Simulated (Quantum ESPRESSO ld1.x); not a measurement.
Values are calculated unless marked as measured or tabulated.
These are the eigenvalues of the occupied orbitals of an atom or ion with whole-number occupations (eV). Code: ld1.x of Quantum ESPRESSO 7.5. Model: Dirac Kohn-Sham, PBE, spin-unpolarised, spherical densities, point nucleus.

1s1/2: -84770.9
2s1/2: -16434.0
2p1/2: -15834.8
2p3/2: -13886.8
3s1/2: -5180.88
3p1/2: -4916.04
3p3/2: -4475.58
3d3/2: -4044.55
3d5/2: -3949.85
4s1/2: -2274.76
4p1/2: -2159.67
4p3/2: -2024.86
4d3/2: -1841.09
4d5/2: -1812.74

Which element is it, and in what charge state? The configuration may be excited. Open shells, if any, are shared by 2j + 1.

Answer. Z = 80, mercury, charge +39: Hg39+ in [Kr] 4d5. The list shows which subshells hold electrons but not how many an open one holds; the 1s level, -3115.3 hartree, gives Z - s = 78.9 by -(Z - s)^2/2, which with screening and relativity narrows Z to a few neighbours, and the depths of the outer levels then fix element, charge and occupations together.
